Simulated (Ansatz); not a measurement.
`C[NH][Ga]([NH2])[Cl]`. The species carries charge 0 and has multiplicity 1. The structure was optimised at the PBE0-D4/def2-TZVP level. It is one conformer, not always the lowest.

```xyz
11

C     1.472   -0.291    0.900
N     0.368    0.635    0.821
Ga   -1.016    0.589   -0.332
N    -1.225   -0.620   -1.662
Cl   -2.462    2.166   -0.179
H     1.503   -0.827    1.857
H     1.391   -1.045    0.114
H     2.440    0.206    0.763
H     0.397    1.375    1.503
H    -2.108   -0.677   -2.142
H    -0.760   -1.512   -1.642
```

Problem. What is the dipole moment at ωB97M-V/def2-TZVPP? (Best estimate.)

Solution. Ansatz gave: 2.66 D, with components (1.48, -2.18, 0.34) D in this frame, pointing from negative to positive charge.

Problem. And with PBE, r2SCAN, B3LYP? (An estimate is asked.)

Solution. The calculation gave: PBE 2.69 D, r2SCAN 2.74 D, B3LYP 2.70 D.

Problem. Give the Mulliken charges with ωB97M-V, PBE, B3LYP in def2-TZVPP. (An estimate is asked.)

Solution. Ansatz gave: 
```json
{"atom": "C1", "ωB97M-V": "-0.22", "PBE": "-0.18", "B3LYP": "-0.16"}
{"atom": "N2", "ωB97M-V": "-0.29", "PBE": "-0.24", "B3LYP": "-0.29"}
{"atom": "Ga3", "ωB97M-V": "0.50", "PBE": "0.38", "B3LYP": "0.48"}
{"atom": "N4", "ωB97M-V": "-0.35", "PBE": "-0.36", "B3LYP": "-0.38"}
{"atom": "Cl5", "ωB97M-V": "-0.29", "PBE": "-0.29", "B3LYP": "-0.31"}
{"atom": "H6", "ωB97M-V": "0.12", "PBE": "0.09", "B3LYP": "0.10"}
{"atom": "H7", "ωB97M-V": "0.09", "PBE": "0.08", "B3LYP": "0.08"}
{"atom": "H8", "ωB97M-V": "0.12", "PBE": "0.09", "B3LYP": "0.10"}
{"atom": "H9", "ωB97M-V": "0.11", "PBE": "0.14", "B3LYP": "0.13"}
{"atom": "H10", "ωB97M-V": "0.12", "PBE": "0.15", "B3LYP": "0.14"}
{"atom": "H11", "ωB97M-V": "0.11", "PBE": "0.14", "B3LYP": "0.13"}
```

B3LYP here is the variant with VWN-RPA as its local correlation; programs differ in this.
